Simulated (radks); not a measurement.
Results of a calculation; reference values are marked as such.
Question: These are the eigenvalues of the occupied orbitals of an atom or ion with whole-number occupations (hartree). Code: a radial shooting solver on a logarithmic mesh with Libxc functionals. Model: non-relativistic Kohn-Sham, PBEsol, spin-polarised, spherical densities, point nucleus.

orbital  eigenvalue
1s up     -267.4655
1s down   -267.4100
2s up     -42.12192
2s down   -42.07196
2p up     -38.16835
2p down   -38.10119
3s up     -13.85085
3s down   -13.59461
3p up     -12.61657

Which element is it, and in what charge state? The configuration may be excited. Open shells, if any, are filled with parallel spins first.

Answer: Z = 26, iron, charge +12: Fe12+ in [Ne] 3s2 3p2. The list shows which subshells hold electrons but not how many an open one holds; the 1s level, -267.47 hartree, gives Z - s = 23.1 by -(Z - s)^2/2, which with screening narrows Z to a few neighbours, and the depths of the outer levels then fix element, charge and occupations together.
